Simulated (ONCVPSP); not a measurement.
## Before and after: ONCV potential for Mo

```
Element                 : Mo (Z = 42)
Generator               : ONCVPSP 4.0.1
Type                    : optimised norm-conserving Vanderbilt (ONCV)
Functional              : LDA (Perdew-Wang 92)
Relativity              : scalar-relativistic
Frozen core             : [Ar] 3d10
Valence charge          : 14
Reference configuration : 4s2 4p6 4d4 5s2
Partial waves           : 4s+5s: rc 1.75 bohr, ncon 5, nbas 10, qcut 7.5 1/bohr, 2 projectors; 4p: rc 2.05 bohr, ncon 4, nbas 7, qcut 7.4 1/bohr, 2 projectors, debl 3.6 Ha; 4d: rc 1.85 bohr, ncon 4, nbas 9, qcut 10.2 1/bohr, 2 projectors, debl 2.5 Ha
Local potential         : polynomial inside 1.70 bohr (lpopt 5, dvloc0 6 Ha)
Core correction         : Teter function fitted to the true core (icmod 2), fcfact 0.5
```

Change: p: rc 1.48; local potential polynomial inside 1.48 bohr (lpopt 5, dvloc0 6 Ha).

Cutoffs: the cutoffs (Ha) at which the residual kinetic energy of the hardest occupied pseudo-wave falls to 1 and 0.1 mHa per electron; they do not see the model core or the augmentation charge, which bear on the density cutoff. Errors are all-electron minus pseudo energies relative to the spin-unpolarised reference configuration.

Q: How do hardness, ghosts and transferability respond?

A: The potential gets neither clearly harder nor softer (23 Ha and 29 Ha → 23 Ha and 29 Ha); a bound ghost appears in p, which as a rule spoils a file; of the 4 tests that both files solve, the error grows in 1 and shrinks in 0 by more than 15 % and 0.3 meV (median size 3.7 → 4.8 meV).

| quantity | base | changed |
| --- | --- | --- |
| cutoff, loose | 23 Ha | 23 Ha |
| cutoff, tight | 29 Ha | 29 Ha |
| loose cutoff by channel | s 21 Ha, p 13 Ha, d 23 Ha | s 21 Ha, p 22 Ha, d 23 Ha |
| bound ghosts | none | p |
| GHOST(+) flags under 300 eV | none | none |
| error for 4s2 4p6 4d5 5s1, meV [ΔE -0.14 eV] | -2.5 | -2.8 |
| error for 4s2 4p6 4d5 5s0, meV [ΔE 7.03 eV] | -5.1 | -5.8 |
| error for 4s2 4p6 4d4 5s0, meV [ΔE 22.73 eV] | -4.9 | -5.3 |
| error for 4s2 4p6 4d3 5s0, meV [ΔE 49.70 eV] | -2.4 | -4.3 |
| s: phases at 1.77 bohr within 0.05 rad from the reference energy up to (Ha; the scan ends near 5) | to the end of the scan | to the end of the scan |
| d: phases at 1.88 bohr within 0.05 rad from the reference energy up to (Ha; the scan ends near 5) | to the end of the scan | to the end of the scan |
| rms error of d²Exc/dni dnj with the model core, mHa | 0.30 | 0.35 |

 A true bound ghost makes a file unfit for plane-wave use even where its test errors are small: the radial tests pick states by their node count and pass the ghost by.
